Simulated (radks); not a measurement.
Initial-state core-level shifts of the sulfur ion S+ when its valence configuration changes from [Ne] 3s2 3p3. Calculated with a radial shooting solver on a logarithmic mesh with Libxc functionals: Dirac Kohn-Sham, BLYP, spin-unpolarised, spherical densities, point nucleus; open shells are shared between the two j in proportion to 2j + 1. Shifts are changes of the shell-averaged eigenvalues in eV (positive: less bound).

valence          1s      2s      2p
3s1.5 3p3.5  -0.697  -0.689  -0.680
3s1 3p4      -1.375  -1.362  -1.343
3s0.5 3p4.5  -2.035  -2.019  -1.991
3p5          -2.678  -2.662  -2.623
